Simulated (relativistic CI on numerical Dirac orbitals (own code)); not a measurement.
## Radial parameters of Lu XXXIII

Method of calculation: Dirac-Coulomb-Breit CI, KLI orbitals optimised for each configuration, model QED, unscaled Slater integrals (own radial code, finite nucleus).

Slater integrals F^k, G^k are unscaled and averaged over j, outside the closed core [Ar] 3d10; ζ comes from projecting the Hamiltonian with its Breit term on Σ l·s of the shell.

- 4s2 4p6 4d3: F^2(4d,4d) = 221590, F^4(4d,4d) = 150900, ζ(4d) = 46875 cm⁻¹; <r>(4d) = 0.4537, <r^2>(4d) = 0.2352 (bohr units).
- 4s2 4p5 4d4: ζ(4p) = 378210, F^2(4d,4d) = 221540, F^4(4d,4d) = 150860, F^2(4p,4d) = 223130, G^1(4p,4d) = 277540, G^3(4p,4d) = 177670, ζ(4d) = 46684 cm⁻¹; <r>(4p) = 0.4503, <r^2>(4p) = 0.2294, <r>(4d) = 0.4538, <r^2>(4d) = 0.2353 (bohr units).
- 4s2 4p6 4d2 4f: F^2(4d,4d) = 221450, F^4(4d,4d) = 150800, ζ(4d) = 46830, F^2(4d,4f) = 222520, F^4(4d,4f) = 145170, G^1(4d,4f) = 230150, G^3(4d,4f) = 158760, G^5(4d,4f) = 116710, ζ(4f) = 7612.1 cm⁻¹; <r>(4d) = 0.4541, <r^2>(4d) = 0.2356, <r>(4f) = 0.4295, <r^2>(4f) = 0.2092 (bohr units).

Task: Give the Racah parameters of the d shell in 4s2 4p6 4d3.

Result: B = F²/49 − 5F⁴/441 = 2811 cm⁻¹ and C = 35F⁴/441 = 11976 cm⁻¹.

Averages of the first 10 configurations, taken without configuration mixing, which lowers the lowest level and can move excited configurations by several eV; other configurations of the list can lie among them:

```tsv
Configuration	Parity	States	Average energy above the lowest level (eV)
4s2 4p6 4d3	even	120	29.3
4s2 4p5 4d4	odd	1260	215.0
4s2 4p6 4d2 4f	odd	630	218.2
4s 4p6 4d4	even	420	364.5
4s 4p6 4d3 4f	odd	3360	551.3
4s2 4p6 4d2 5s	even	90	425.5
4s2 4p6 4d 4f 5s	odd	280	614.3
4s2 4p6 4d2 5p	odd	270	487.2
4s2 4p6 4d2 5d	even	450	569.5
4s2 4p5 4d3 5s	odd	1440	609.7
```
